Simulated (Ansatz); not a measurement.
GeH$_{3}$S (`[SH][GeH2]`) radical, relaxed with UKS PBE0-D4/def2-TZVP in Ansatz 0.2.0 from a PBE-D4/def2-SVP geometry. The force threshold is 0.005 eV/Å; the program also tests the step.

Charge 0, multiplicity 2.

Start:

```xyz
5

S    -0.013    1.282    0.857
Ge   -0.077   -0.261   -0.784
H    -1.068    0.747    1.532
H    -0.151   -1.681   -0.115
H     1.309   -0.087   -1.490
```

(1) How much energy does the relaxation release, and in how many steps? (An estimate is asked.)

(2) Which bonds change most? (An estimate is asked.)

(3) Give the relaxed structure. (An estimate is asked.)

Answers

(1) Ansatz gave: 0.02 eV, in 5 steps.

(2) The calculation gave: S1–Ge2 from 2.253 to 2.220 Å; Ge2–H4 from 1.571 to 1.550 Å; Ge2–H5 from 1.565 to 1.545 Å; S1–H3 from 1.362 to 1.343 Å.

(3) Ansatz gave: 
```xyz
5

S    -0.021    1.273    0.850
Ge   -0.055   -0.260   -0.756
H    -1.059    0.745    1.519
H    -0.158   -1.671   -0.122
H     1.294   -0.086   -1.490
```
